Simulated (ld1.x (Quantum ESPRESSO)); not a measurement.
**An all-electron radial function and its pseudo partner (Er (Z = 68))**

Columns: radius, all-electron u(r) and pseudo u(r) of the 6p shell (level -3.62 eV) of erbium in the configuration [Xe] 4f11 5d1 6s1.5 6p0; LDA (PZ), scalar-relativistic, TM scheme, ld1.x (Quantum ESPRESSO) 7.5.

```
r (bohr)  all-electron  pseudo
   0.198       -0.0701  0.0017
   0.395        0.1259  0.0070
   0.593        0.0352  0.0158
   0.790       -0.1237  0.0285
   0.988       -0.2112  0.0452
   1.185       -0.2187  0.0660
   1.383       -0.1720  0.0916
   1.580       -0.0963  0.1217
   1.778       -0.0084  0.1567
   1.975        0.0803  0.1957
   2.173        0.1642  0.2384
   2.370        0.2396  0.2831
   2.568        0.3056  0.3283
   2.765        0.3612  0.3715
   2.963        0.4071  0.4110
   3.160        0.4436  0.4446
   3.358        0.4715  0.4717
   3.555        0.4915  0.4915
   3.753        0.5045  0.5045
   3.950        0.5112  0.5112
   4.148        0.5125  0.5125
   4.345        0.5092  0.5092
   4.542        0.5019  0.5019
   4.740        0.4913  0.4913
   4.938        0.4779  0.4779
   5.135        0.4625  0.4625
```

Q: How many radial nodes do the two functions have?

A: The all-electron 6p function has n − l − 1 = 4 (the table is too coarse to show those close to the nucleus); the pseudo-wave has 0, since the states of the same l below it are removed with the core.

Q: At about which radius was the pseudo-wave matched?

A: 3.95 bohr. The columns agree to 0.0005 from 3.36 bohr on; several derivatives are matched, so the curves merge somewhat inside the radius.

Q: Is the pseudo-wave norm-conserving?

A: Yes: the TM scheme keeps the norm inside the radius equal to the all-electron one, which fixes the energy derivative of the logarithmic derivative at the level.
